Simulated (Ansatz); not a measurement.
Geometry optimisation, Ansatz 0.2.0, RKS PBE0-D4/STO-3G.

Input:

```yaml
crystal:
  periodic: [false, false, false]
  atoms:
    - { symbol: Si, position_ang: [0.0, 0.0, 0.0] }
    - { symbol: Si, position_ang: [0.0, 0.0, 2.22] }
    - { symbol: H, position_ang: [-1.3148, -0.4067, 2.7074] }
    - { symbol: H, position_ang: [1.0096, -0.9353, 2.7074] }
    - { symbol: H, position_ang: [0.3052, 1.342, 2.7074] }
    - { symbol: O, position_ang: [1.5842, 0.0, -0.5594] }
    - { symbol: Si, position_ang: [2.4906, -1.3762, -0.8866] }
    - { symbol: H, position_ang: [1.6598, -2.3521, -1.5857] }
    - { symbol: H, position_ang: [3.6318, -1.0202, -1.7249] }
    - { symbol: H, position_ang: [2.9691, -1.9538, 0.366] }
    - { symbol: O, position_ang: [-0.7913, 1.3709, -0.5594] }
    - { symbol: Si, position_ang: [-2.4002, 1.4263, -1.0396] }
    - { symbol: H, position_ang: [-3.2124, 0.6421, -0.1138] }
    - { symbol: H, position_ang: [-2.862, 2.8114, -1.0378] }
    - { symbol: H, position_ang: [-2.5267, 0.8736, -2.385] }
    - { symbol: O, position_ang: [-0.7913, -1.3709, -0.5594] }
    - { symbol: Si, position_ang: [-1.673, -2.4329, 0.3983] }
    - { symbol: H, position_ang: [-1.2634, -2.287, 1.792] }
    - { symbol: H, position_ang: [-3.0964, -2.1323, 0.2761] }
    - { symbol: H, position_ang: [-1.4264, -3.8036, -0.0398] }
basis:
  gaussian: { orbitals: STO-3G }
hamiltonian:
  xc: pbe0
  dispersion: d4
relax:
  f_tol: 0.02
  max_steps: 40
```

Command:

```bash
$ ansatz run input.yaml --threads 2 --pin off --max-ram 3072MiB --backend cpu --events-out ev --progress --plain --runs-dir out
```

Task: Where does it end, and by what steps?

Result: It converged. The force dipped under the threshold on the way, but the program's further checks kept it going. Limits of this set-up: minimal basis. After 37 steps the energy has fallen by 0.615 eV; H13 moved furthest, 2.29 Å.

| step | energy less start (eV) | largest force component (eV/Å) | accepted |
| --- | --- | --- | --- |
| 0 | 0.0000 | 1.217 | yes |
| 2 | -0.3645 | 0.255 | yes |
| 4 | -0.4368 | 0.065 | yes |
| 6 | -0.4531 | 0.169 | yes |
| 8 | -0.4727 | 0.231 | yes |
| 10 | -0.4858 | 0.103 | yes |
| 12 | -0.5061 | 0.136 | yes |
| 14 | -0.5202 | 0.193 | yes |
| 16 | -0.5489 | 0.249 | yes |
| 18 | -0.5661 | 0.182 | yes |
| 20 | -0.5814 | 0.138 | yes |
| 22 | -0.5938 | 0.163 | yes |
| 24 | -0.6022 | 0.126 | yes |
| 26 | -0.6078 | 0.044 | yes |
| 28 | -0.6088 | 0.129 | yes |
| 30 | -0.6112 | 0.029 | yes |
| 32 | -0.6042 | 0.240 | no |
| 34 | -0.6130 | 0.070 | yes |
| 36 | -0.6143 | 0.077 | yes |
| 37 | -0.6151 | 0.019 | yes |

```xyz
20
Properties=species:S:1:pos:R:3
Si -0.124 -0.144 0.582
Si 0.233 0.116 2.802
H -1.006 0.038 3.538
H 1.109 -0.918 3.299
H 0.843 1.393 3.080
O 1.247 0.176 -0.340
Si 1.743 -1.034 -1.423
H 0.762 -1.334 -2.446
H 2.909 -0.485 -2.076
H 2.136 -2.266 -0.771
O -1.353 0.931 0.175
Si -1.761 1.123 -1.460
H -2.248 -0.111 -2.045
H -2.816 2.107 -1.505
H -0.649 1.587 -2.265
O -0.503 -1.698 0.041
Si -1.780 -2.569 0.728
H -1.600 -2.726 2.158
H -3.058 -1.921 0.510
H -1.791 -3.869 0.101
```

Whether the end is a true minimum wasn't checked by a vibrational analysis.

Run time: 2.7 min on 2 threads of Arm Neoverse V2, on a shared host, peak memory 0.23 GiB.
